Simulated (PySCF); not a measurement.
# Ionising RbTe

r²SCAN; PySCF, scalar-relativistic core potentials, basis sets Rb def2-SVP with ECP28, Te def2-SVP with ECP28. Neutral (UKS): doublet (π ↑), Re = 3.357 Å, ωe = 124 cm⁻¹, De = 2.22 eV, HOMO -3.36 eV, LUMO -2.82 eV.

RbTe⁺ (UKS): triplet (π ↑↑), Re = 3.859 Å, ωe = 60.3 cm⁻¹, De = 0.34 eV to Rb⁺ + Te. The energies at the minima are -292.25638 hartree for RbTe and -292.03714 for RbTe⁺.

Task: Work out the adiabatic ionisation energy, without and with harmonic zero-point energies (1 hartree = 27.2114 eV, 1 eV = 8065.5 cm⁻¹), and the change of the bond length.

Result: At r²SCAN: 0.21924 hartree = 5.966 eV between the minima; the zero-point term (60.3 − 124.0)/2 cm⁻¹ = -0.004 eV makes it 5.962 eV. Re changes by +50.2 pm against the neutral. The electron leaves a π orbital, and the ion is left as a loose complex of an ion and an atom.

Weak bonds: RbTe⁺. Basis-set superposition, not corrected here, can be much of De in a small basis, most of all at correlated wavefunction levels. Spin–orbit coupling is left out, which matters for elements this heavy, above all for dissociation energies. For an ion De counts to the pair picked by the measured ionisation energies or electron affinities, which need not be the lowest pair at this level. States were picked by a PBE0 search and need not be the measured ground states.
